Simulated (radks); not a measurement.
Results of a calculation; reference values are marked as such.
He+, configuration 3d1 (not the ground configuration). Level of theory: scalar-relativistic Kohn-Sham, PBE, spin-unpolarised, spherical densities, finite nucleus; Gaussian nuclear charge, rms radius 1.6755 fm; without spin polarisation the odd electron is poorly described (a radial shooting solver on a logarithmic mesh with Libxc functionals).

Normalised radial functions P(r) = r R(r), r in bohr:

```
   r/bohr * 3d (the largest magnitude, 0.465, reaches the edge; | marks zero)
  0.04674 *
  0.05755 *
  0.07085 *
  0.08724 *
   0.1074 *
   0.1322 *
   0.1628 *
   0.2005 *
   0.2468 *
   0.3039 *
   0.3741 *
   0.4606 |*
   0.5672 |*
   0.6983 | *
   0.8597 |   *
    1.059 |     *
    1.303 |         *
    1.605 |              *
    1.976 |                      *
    2.432 |                               *
    2.995 |                                         *
    3.687 |                                                  *
     4.54 |                                                      *
    5.589 |                                                   *
    6.882 |                                        *
    8.473 |                         *
    10.43 |            *
    12.84 |    *
    15.81 |*
```

3d: eigenvalue -4.292 eV, 0 radial nodes, <r> = 5.33 bohr, 90 % of the charge inside 7.95 bohr.
